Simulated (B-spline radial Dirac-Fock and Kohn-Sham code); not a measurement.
## EELS cross sections of the Bi N6 edge

System: the free bismuth atom in the configuration [Xe] 4f14 5d10 6s2 6p3. Method: the first Born approximation with generalised oscillator strengths from a Dirac-Hartree-Slater potential (longitudinal and transverse terms; continuum final states only, so no white lines or fine structure). Computed with a radial atomic solver. The edge is taken at 162.3 eV (tabulated value).

Generalised oscillator strength df/dE of the whole subshell in 10⁻³ per eV, against momentum transfer:

```tsv
q (1/a₀)	1 eV above	10 eV above	100 eV above	200 eV above
0.0400	0.873	1.33	9.09	17.9
0.0695	0.873	1.33	9.09	17.9
0.121	0.872	1.33	9.08	17.9
0.210	0.869	1.34	9.04	17.9
0.365	0.860	1.37	8.94	17.7
0.634	0.832	1.45	8.63	17.4
1.10	0.746	1.60	7.82	16.2
1.91	0.510	1.61	6.08	13.0
3.33	0.184	0.913	3.58	6.83
5.78	0.142	0.323	1.03	1.66
10.0	0.0262	0.0496	0.138	0.245
17.5	0.00483	0.00859	0.0204	0.0287
30.3	8.12e-05	0.000180	0.000656	0.000925
```

As q goes to zero the values tend to the optical oscillator strength. At 200 eV above the edge the largest value on this grid is at q = 0.0400 per a₀; a free electron at rest would take up the loss of 362 eV at q = 5.16 per a₀, where the Bethe ridge forms once the loss is well above the edge energy.
